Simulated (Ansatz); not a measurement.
The same path of Cl2FH3OSiTi + ClH (11 atoms, charge 0, multiplicity 1) was run twice with different band settings. Lost on the way: Ti1–F2, Cl10–H11. Made: Ti1–Cl10, F2–H11.

Method: Ansatz, RKS PBE/def2-SVP.

Relaxed end points:

```xyz
11
Properties=species:S:1:pos:R:3
Ti -0.083 -0.091 0.084
F 0.385 0.492 1.688
Cl 1.703 -0.580 -1.089
Cl -1.292 1.421 -0.943
O -1.044 -1.542 0.282
Si -2.009 -2.943 0.309
H -2.101 -3.418 1.728
H -3.365 -2.585 -0.221
H -1.354 -3.978 -0.557
Cl 2.113 3.192 1.674
H 1.443 2.119 1.982
```

```xyz
11
Properties=species:S:1:pos:R:3
Ti 0.486 0.171 -0.424
F -1.279 0.421 1.862
Cl 2.014 -0.182 -1.950
Cl -0.937 1.615 -1.250
O -0.276 -1.367 -0.101
Si -1.467 -2.325 0.673
H -1.039 -2.558 2.090
H -2.794 -1.638 0.583
H -1.501 -3.626 -0.074
Cl 1.584 0.923 1.395
H -0.395 0.651 2.132
```

Common settings: movable images 5; climbing image yes; optimiser quadratic models (default); start path through a guess of the saddle point; force threshold 0.05 eV/Å; iteration limit 60; end points relaxed.

| run | spring |
| --- | --- |
| 1 | 5.0 eV/Å² |
| 2 | 20.0 eV/Å² |

(1) What does each run give, and how far can it be trusted?

## Answers

(1) Run 1: converged after 18 iterations, highest image 0.469 eV above the first end. A vibrational analysis at the climbing image gives one clearly imaginary mode, 243i cm⁻¹, and a faint second one (23i cm⁻¹) that may be numerical noise or a soft torsion: probably a first-order saddle point.
Run 2: converged after 19 iterations, highest image 0.469 eV above the first end. Another band between the same ends (5 images) ends at a top of the same energy, where a vibrational analysis finds 1 clearly imaginary mode.
The orbitals stay closed-shell, which can raise the energy where a bond breaks towards radicals; this wasn't checked here.
